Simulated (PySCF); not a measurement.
# [Pb(CO)]2+ at several levels of theory

Computed with PySCF 2.14.0 (density fitting, no spin-orbit coupling) at the geometry relaxed with PBE0:

```xyz
3
[Pb(CO)]2+ (singlet)
Pb    0.0000    0.0000   -0.5623
C     0.0000    0.0000    2.1110
O     0.0000    0.0000    3.2244
```

| level | basis | state | HOMO (eV) | gap (eV) | charge on Pb1 (e) | dipole about the centre of mass (D) | largest force component (eV/Å) |
| --- | --- | --- | --- | --- | --- | --- | --- |
| PBE0 | Pb def2-SVP with ECP60, C def2-SVP, O def2-SVP | singlet | -22.58 | 7.35 | 1.77 | 0.80 | 0.00 |
| PBE0 | Pb def2-TZVP with ECP60, C def2-TZVP, O def2-TZVP | singlet | -22.52 | 7.27 | 1.70 | 0.80 | 0.66 |

Charges are Mulliken's, which hang on the basis. The relaxation used the grid (50, 194), these runs (75, 302) or, all-electron (x2c bases, spin-free X2C Hamiltonian), (99, 590).

**Question.** A further run in the first row's basis gives HOMO (eV) -21.51, gap (eV) 5.76, charge on Pb1 (e) 1.77, dipole about the centre of mass (D) 0.95, largest force component (eV/Å) 0.70. Which level was it?
A. r2SCAN
B. M06-L

**Answer.** A. The others give HOMO -21.28 eV (M06-L).

In the first row's basis the gap widens with exact exchange: 5.7 to 5.8 eV for M06-L, r2SCAN (none); 7.4 eV for PBE0 (a fixed share).
